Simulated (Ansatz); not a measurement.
CH4BrFOSi, SMILES `OC(F)[SiH2]Br`. The species carries charge 0 and has multiplicity 1. All single points use the PBE0-D4/def2-TZVP geometry. It is one conformer, not always the lowest.

```xyz
9

O    -0.956   -0.298    1.293
C     0.042    0.392    0.651
F     1.236    0.305    1.375
Si    0.372   -0.410   -1.049
Br   -1.364    0.003   -2.364
H    -1.256    0.200    2.061
H    -0.176    1.465    0.574
H     1.571    0.215   -1.650
H     0.531   -1.872   -0.890
```

**Question.** What is the dipole moment at B3LYP/def2-TZVPP? (An estimate is asked.)

**Answer.** Ansatz gave: 1.43 D, with components (-0.36, 1.12, 0.81) D in this frame, pointing from negative to positive charge.

**Question.** And with PBE, r2SCAN, ωB97M-V? (An estimate is asked.)

**Answer.** The calculation gave: PBE 1.47 D, r2SCAN 1.46 D, ωB97M-V 1.42 D.

**Question.** Give the Mulliken charges with B3LYP, ωB97M-V, PBE in def2-TZVPP. (An estimate is asked.)

**Answer.** Ansatz gave: 
```json
{"atom": "O1", "B3LYP": "-0.29", "ωB97M-V": "-0.27", "PBE": "-0.25"}
{"atom": "C2", "B3LYP": "0.17", "ωB97M-V": "0.11", "PBE": "0.12"}
{"atom": "F3", "B3LYP": "-0.24", "ωB97M-V": "-0.23", "PBE": "-0.19"}
{"atom": "Si4", "B3LYP": "0.39", "ωB97M-V": "0.30", "PBE": "0.33"}
{"atom": "Br5", "B3LYP": "-0.22", "ωB97M-V": "-0.20", "PBE": "-0.20"}
{"atom": "H6", "B3LYP": "0.19", "ωB97M-V": "0.18", "PBE": "0.19"}
{"atom": "H7", "B3LYP": "0.09", "ωB97M-V": "0.11", "PBE": "0.08"}
{"atom": "H8", "B3LYP": "-0.05", "ωB97M-V": "0.00", "PBE": "-0.04"}
{"atom": "H9", "B3LYP": "-0.04", "ωB97M-V": "0.00", "PBE": "-0.04"}
```

B3LYP here is the variant with VWN-RPA as its local correlation; programs differ in this.
